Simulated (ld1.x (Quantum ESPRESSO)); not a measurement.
## fluorine: variants of one TM potential

Base potential:

F (Z = 9), norm-conserving Troullier–Martins (Kleinman–Bylander form), made with ld1.x (Quantum ESPRESSO) 7.5 (PBE, scalar-relativistic). Core [He], reference 2s1.5 2p5.5. Waves: 2s (bound): rc 0.55 bohr; 2p (bound): rc 1.20 bohr; 3d channel at 0.45 Ry: rc 1.05 bohr. Local part: all-electron potential smoothed inside 1.05 bohr (lloc = -1). Core correction: none.

All-electron outer shells of the reference configuration (PBE, scalar-relativistic, ld1.x):

| shell | level (eV) | outermost node (bohr) | outermost maximum (bohr) |
| --- | --- | --- | --- |
| 1s | -663.69 | – | 0.11 |
| 2s | -30.14 | 0.24 | 0.76 |
| 2p | -11.33 | – | 0.71 |

Cutoffs, loose and tight: the cutoffs (Ry, on a coarse ladder) from which the occupation-weighted sum of valence levels, in a spherical-Bessel basis at the reference potential, stays within 10 and 1 mRy of its value at 400 Ry. They do not see the model core or the augmentation charge, which bear on the density cutoff. Test errors are all-electron minus pseudo excitation energies from the reference, over the configurations 2s2 2p5; 2s2 2p4; 2s2 2p3; 2s1 2p6; 2s2 2p5.3; 2s2 2p2; 2s2 2p4.5. A dash means not determined; rows that change the core or the reference have their own tests.

```csv
change,outcome,"cutoff, loose","cutoff, tight",bound ghosts,largest test error (meV)
base,generated,200 Ry,300 Ry,none,+478
reference 2s1.75 2p5.25,generated,230 Ry,300 Ry,none,+1300
core correction a·sin(br)/r model core inside 0.30 bohr,generated,200 Ry,300 Ry,none,+468
wave 2p (bound): rc 1.20 bohr becomes 2p (bound): rc 1.48 bohr,generated,200 Ry,300 Ry,none,+1261
local potential all-electron potential smoothed inside 0.52 bohr (lloc = -1),generated,200 Ry,300 Ry,none,+525
wave 3d channel at 0.45 Ry: rc 1.05 bohr becomes 3d channel at 1.62 Ry: rc 1.05 bohr,generated,200 Ry,300 Ry,none,+478
wave 2s (bound): rc 0.55 bohr becomes 2s (bound): rc 0.76 bohr,generated,110 Ry,230 Ry,none,+468
local potential all-electron potential smoothed inside 0.85 bohr (lloc = -1),generated,200 Ry,300 Ry,none,+512
wave 3d channel at 0.45 Ry: rc 1.05 bohr becomes 3d channel at 0.45 Ry: rc 0.66 bohr,generated,200 Ry,300 Ry,none,+478
```
